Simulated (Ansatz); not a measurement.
Cartesian coordinates in Å:
```
O -0.175 0.197 -1.033
C -1.045 -0.499 -0.060
O -0.238 -0.846 0.974
Ga 1.302 0.045 0.484
F 1.220 1.771 0.872
H -0.429 1.125 -1.097
H -1.852 0.193 0.217
H -1.453 -1.367 -0.590
H 2.671 -0.620 0.234
```

Total charge 0; spin multiplicity 1.

Task: List the PBE0/def2-TZVPP orbital energies in eV (the Gaussian-basis code of Ansatz). (An estimate is asked.)

Result: Ansatz gave: Occupied: -10147.39, -1253.14, -1109.34, -1109.23, -1109.22, -672.22, -524.55, -522.36, -281.38, -151.59, -104.59, -104.36, -104.33, -31.16, -30.68, -28.00, -23.65, -23.62, -23.56, -23.48, -23.32, -19.04, -16.21, -14.26, -13.26, -12.94, -11.73, -11.03, -10.73, -10.47, -9.70, -9.06, -7.94. Lowest empty: -0.18, 0.34, 1.23, 1.33, 2.24, 2.82, 3.60, 3.80.
